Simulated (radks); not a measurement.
The numbers below are computed, except where a source is named.
Spherical quantum dot in the effective-mass picture: electrons in a hard-walled sphere of radius 1.49, all in effective atomic units (hartree* = m*/eps^2 hartree, bohr* = eps/m* bohr), one dielectric constant everywhere. Level of theory: non-relativistic Kohn-Sham, PBE, spin-polarised, spherical densities (a radial shooting solver with Libxc functionals). Levels are named by radial order and angular momentum (1s, 1p, 1d, 2s, ...), and open shells are averaged over m. Results are scaled to m* = 0.128 and eps = 8.5, for which hartree* = 48.21 meV and bohr* = 3.514 nm.

N = 28, configuration 1s2 1p6 1d10 2s(up 1, down 0) 1f(up 7, down 2). This is the lowest configuration that the search found. Occupied and some empty levels:

| level | occupation | eigenvalue (meV) | <r> (nm) |
|---|---|---|---|
| 1s up | 1 | 1322.3 | 3.209 |
| 1s down | 1 | 1331.1 | 3.222 |
| 1p up | 3 | 1394.3 | 3.465 |
| 1p down | 3 | 1402.2 | 3.464 |
| 1d up | 5 | 1505.6 | 3.641 |
| 1d down | 5 | 1513.7 | 3.638 |
| 1f up | 7 | 1651.3 | 3.775 |
| 2s up | 1 | 1655.1 | 2.405 |
| 1f down | 2 | 1659.7 | 3.772 |
| 2s down | 0 | 1674.2 | 2.436 |
| 1g up | 0 | 1828.7 | 3.881 |
| 1g down | 0 | 1837.3 | 3.879 |
| 2p up | 0 | 1861.0 | 2.749 |
| 2p down | 0 | 1872.4 | 2.768 |
| 2d up | 0 | 2097.0 | 2.985 |
| 2d down | 0 | 2105.0 | 2.993 |

Energy (meV): total 26211.7, kinetic 10832, external 0, Hartree 16941, exchange-correlation -1560.9.

Electron density:

| r (nm) | n(r) (e/nm^3) |
|---|---|
| 0.277 | 0.03999 |
| 0.537 | 0.03848 |
| 0.798 | 0.03640 |
| 1.06 | 0.03434 |
| 1.32 | 0.03300 |
| 1.58 | 0.03321 |
| 1.84 | 0.03572 |
| 2.10 | 0.04108 |
| 2.36 | 0.04941 |
| 2.62 | 0.06012 |
| 2.88 | 0.07179 |
| 3.14 | 0.08221 |
| 3.41 | 0.08859 |
| 3.67 | 0.08829 |
| 3.93 | 0.07948 |
| 4.19 | 0.06270 |
| 4.45 | 0.04105 |
| 4.71 | 0.02002 |
| 4.97 | 0.005244 |
| 5.23 | 7.693e-06 |
